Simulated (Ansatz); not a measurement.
Cartesian coordinates in Å:
```
C 2.0070 -2.5695 1.2457
C 1.3105 -1.5091 0.5542
N 0.7596 -0.6688 0.0049
In -0.4463 1.1322 -1.1336
C -2.3415 0.0795 -1.2237
C -0.1342 2.6022 0.4320
H 2.3511 -2.2132 2.2177
H 1.3369 -3.4178 1.3922
H 2.8677 -2.8909 0.6574
H 0.5824 1.1555 -2.5391
H -2.2416 -0.8606 -1.7697
H -2.7164 -0.1347 -0.2207
H -3.0896 0.6873 -1.7388
H -0.6100 2.2874 1.3631
H -0.5665 3.5632 0.1421
H 0.9308 2.7571 0.6163
```

Charge 0, multiplicity 1. In: def2 effective core potential.

**Question.** List the PBE0/def2-TZVPP orbital energies in eV (Ansatz 0.2.0). (An estimate is asked.)

**Answer.** The calculation gave: Occupied: -392.60, -280.64, -280.33, -276.79, -276.79, -126.60, -83.08, -82.81, -82.78, -26.80, -22.75, -19.91, -19.75, -19.63, -19.55, -19.54, -17.91, -17.62, -15.45, -13.93, -13.93, -12.82, -10.71, -10.70, -10.24, -10.19, -10.09, -10.04, -9.40, -6.61, -6.36. Lowest empty: -0.19, -0.17, 0.18, 0.75, 1.19, 1.40, 2.03, 2.56.
